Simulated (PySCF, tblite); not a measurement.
Compound: C₈H₈O₄.
Bonds: C1–C2 (double), C2–C3, C3–O4, O4–C5, C2–C6, C6–C7 (double), C7–C8, C8–O9 (double), C8–O10, O10–C11, C11–O12 (double), C6–C11. Hydrogens: H13, H14 on C1; H15, H16 on C3; H17, H18, H19 on C5; H20 on C7.

Structure optimised with GFN2-xTB, isolated species.

Question: What internal coordinates does the optimisation give?

Answer: 
```json
{"bond": "C1=C2", "length (bohr)": "2.523", "order": "double"}
{"bond": "C2–C3", "length (bohr)": "2.853", "order": "single"}
{"bond": "C3–O4", "length (bohr)": "2.666", "order": "single"}
{"bond": "O4–C5", "length (bohr)": "2.654", "order": "single"}
{"bond": "C2–C6", "length (bohr)": "2.735", "order": "single"}
{"bond": "C6=C7", "length (bohr)": "2.544", "order": "double"}
{"bond": "C7–C8", "length (bohr)": "2.778", "order": "single"}
{"bond": "C8=O9", "length (bohr)": "2.251", "order": "double"}
{"bond": "C8–O10", "length (bohr)": "2.618", "order": "single"}
{"bond": "O10–C11", "length (bohr)": "2.573", "order": "single"}
{"bond": "C11=O12", "length (bohr)": "2.253", "order": "double"}
{"bond": "C6–C11", "length (bohr)": "2.844", "order": "single"}
{"bond": "C1–H13", "length (bohr)": "2.032", "order": "single"}
{"bond": "C1–H14", "length (bohr)": "2.035", "order": "single"}
{"bond": "C3–H15, C3–H16", "length (bohr)": "2.083", "order": "single"}
{"bond": "C5–H17, C5–H18", "length (bohr)": "2.064", "order": "single"}
{"bond": "C5–H19", "length (bohr)": "2.074", "order": "single"}
{"bond": "C7–H20", "length (bohr)": "2.025", "order": "single"}
```

Bonds in one row agree within 0.02 bohr and their mean is given. Orders are formal, as drawn. A selection of angles:
```json
{"angle": "C2–C1–H13", "degrees": "121.7"}
{"angle": "C2–C1–H14", "degrees": "121.1"}
{"angle": "H13–C1–H14", "degrees": "117.2"}
{"angle": "C1–C2–C3", "degrees": "121.7"}
{"angle": "C1–C2–C6", "degrees": "122.3"}
{"angle": "C3–C2–C6", "degrees": "116.0"}
{"angle": "C2–C3–O4", "degrees": "109.6"}
{"angle": "C2–C3–H15", "degrees": "109.7"}
{"angle": "O4–C3–H15", "degrees": "110.3"}
{"angle": "H15–C3–H16", "degrees": "108.0"}
{"angle": "C3–O4–C5", "degrees": "112.9"}
{"angle": "O4–C5–H17", "degrees": "106.5"}
{"angle": "O4–C5–H18", "degrees": "111.4"}
{"angle": "H17–C5–H18", "degrees": "109.4"}
{"angle": "C2–C6–C7", "degrees": "129.1"}
{"angle": "C2–C6–C11", "degrees": "124.5"}
{"angle": "C7–C6–C11", "degrees": "106.4"}
{"angle": "C6–C7–C8", "degrees": "108.9"}
{"angle": "C6–C7–H20", "degrees": "128.9"}
{"angle": "C8–C7–H20", "degrees": "122.1"}
{"angle": "C7–C8–O9", "degrees": "130.4"}
{"angle": "C7–C8–O10", "degrees": "107.2"}
{"angle": "O9–C8–O10", "degrees": "122.4"}
{"angle": "C8–O10–C11", "degrees": "109.9"}
{"angle": "O10–C11–O12", "degrees": "122.5"}
{"angle": "C6–C11–O10", "degrees": "107.6"}
{"angle": "C6–C11–O12", "degrees": "129.9"}
```

Dihedral angles: C1–C2–C3–O4 -120° (anticlinal); C2–C3–O4–C5 179° (antiperiplanar); C1–C2–C6–C7 174° (antiperiplanar); C2–C6–C7–C8 180° (antiperiplanar); C6–C7–C8–O9 180° (antiperiplanar); C7–C8–O10–C11 0° (synperiplanar); C8–O10–C11–O12 -179° (antiperiplanar); C2–C6–C11–O10 180° (antiperiplanar). The mirror-image conformer, all signs reversed, is as good.

The C–O distances run from 1.191 Å (C8=O9, drawn double) to 1.411 Å (C3–O4, drawn single), a spread of 0.220 Å. The 6 C–C bonds span 1.335 Å (C1=C2, drawn double) to 1.510 Å (C2–C3, drawn single), a spread of 0.175 Å. O4 (ether oxygen) is bent (angle 112.9°). The 5-membered ring C6–C7–C8–O10–C11 has internal angles of 106.4° to 109.9°; it is planar, 0.00 Å rms from its mean plane, widest ring torsion 0°. Of the pairs four or more bonds apart, O12···H13 is among the closest relative to their van der Waals radii: 2.25 Å, 83 % of the sum of Bondi's values. O10 (anhydride bridging oxygen) is bent (angle 109.9°).

Point group: C1 (no symmetry element, even within 0.4 Å). Its GFN2-xTB frequencies are all real (lowest 26 cm⁻¹). One conformer, not necessarily the lowest.

The numbers are calculated, not measured.
